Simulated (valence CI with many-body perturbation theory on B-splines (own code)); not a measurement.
## Cu¹³⁺ in brief

Computed by relativistic CI+MBPT: six valence electrons over a frozen Dirac-Fock core [Ne], radial functions for each j: 9 s, 9 p, 8 d, 6 f, 3 g, 1 h, with the one-electron correlation potential Σ1 (screened to all orders), the two-electron term Σ2, the three-electron term Σ3, Breit, model QED; selected single and double excitations, second order for the rest, scaled by the run's own slope (own B-spline code, finite nucleus).

No measured spectrum was set against this ion. As an estimate, levels of excited configurations hold to 0.05 to 0.15 % of their energy, terms of the ground configuration to about 0.5 %. Among the levels kept, up to 1500 cm⁻¹ of a level comes from second order outside the variational space, and about a tenth of that is noise between levels of different J, which matters for small intervals.

Rates and lifetimes use the calculated energies. Strong lines usually hold to 10 to 20 %, long lifetimes can be off by a factor of two.

**Question.** What is the ground level?

**Answer.** 3s2 3p4 3P_2, composition 89 % 3s2 3p4 3P + 7 % 3s2 3p4 1D, g = 1.462.

**Question.** What are the static dipole polarisabilities of the lowest levels?

**Answer.** 3s2 3p4 3P_2 0.229 (tensor 0.014); 3s2 3p4 3P_0 0.230; 3s2 3p4 3P_1 0.232 (tensor -0.0084); 3s2 3p4 1D_2 0.230 (tensor -0.029) bohr³, of which the core gives 0.00332.

**Question.** How well does LS coupling describe the low levels?

**Answer.** Among the lowest 20 levels the leading LS term, summed over configurations, holds 90 % on average. For single configurations the figures are 83 % in LS and 59 % in jj coupling. Terms mix most in the J = 2 level at 62.695 eV, where the leading one holds 59 %.

**Question.** Name the longest-lived excited levels whose lifetime is computed, and their main decay.

**Answer.** 3s2 3p4 3P_0 at 2.886 eV lives 15.7 s, mostly by E2 to 3s2 3p4 3P_2; 3s2 3p3 3d 5D°_4 at 59.685 eV lives 13.5 ms, mostly by M2 to 3s2 3p4 3P_2; 3s2 3p4 3P_1 at 2.961 eV lives 3.52 ms, mostly by M1 to 3s2 3p4 3P_2. The lifetime of 3s2 3p3 3d 3G°_4 is too uncertain to give, and may be longer. The lifetime of 3s2 3p3 3d 3G°_5 is too uncertain to give, and may be longer. The lifetime of 3s2 3p3 3d 1G°_4 is too uncertain to give, and may be longer.

**Question.** Among levels below 83.690 eV, which E1 lines absorb most strongly from the ground level?

**Answer.** to 3s2 3p3 3d 3D°_3 at 14.82 nm, f = 0.731; to 3s2 3p3 3d 3P°_2 at 15.40 nm, f = 0.401; to 3s2 3p3 3d 3P°_1 at 15.40 nm, f = 0.249.
